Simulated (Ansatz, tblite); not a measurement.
Forces on the cluster Sn₄Se₄ at its PBE-D4/def2-SVP geometry. The state is a singlet with charge 0.

In the def2 sets Sn takes a core potential; there is no spin–orbit coupling. The xTB rows come from tblite. The structure comes from a short search, and lower isomers may exist.

GFN1-xTB (tblite), largest force 1.48 eV/Å:

```xyz
8
positions Å, forces eV/Å
Sn   -2.083    0.852    0.701    1.303   -0.533   -0.439
Sn   -0.321   -2.069   -1.083    0.201    1.296    0.677
Sn    1.008    1.520   -1.493   -0.632   -0.951    0.935
Sn    1.396   -0.303    1.875   -0.874    0.190   -1.173
Se   -1.049   -1.582    1.554    0.492    0.741   -0.729
Se    2.169   -0.887   -0.730   -1.018    0.415    0.342
Se   -1.454    0.315   -1.951    0.684   -0.148    0.915
Se    0.334    2.154    1.127   -0.156   -1.011   -0.529
```

GFN2-xTB (tblite), largest force 0.26 eV/Å:

```
Sn 0.156 -0.064 -0.053
Sn 0.024 0.156 0.081
Sn -0.076 -0.114 0.112
Sn -0.105 0.023 -0.141
Se 0.111 0.166 -0.164
Se -0.230 0.094 0.077
Se 0.155 -0.034 0.206
Se -0.035 -0.228 -0.119
```

r2SCAN-D4/def2-TZVP (Ansatz), largest force 0.39 eV/Å:

```
Sn 0.346 -0.141 -0.117
Sn 0.053 0.344 0.180
Sn -0.168 -0.252 0.248
Sn -0.232 0.051 -0.312
Se 0.166 0.249 -0.245
Se -0.344 0.140 0.115
Se 0.232 -0.050 0.309
Se -0.052 -0.341 -0.179
```
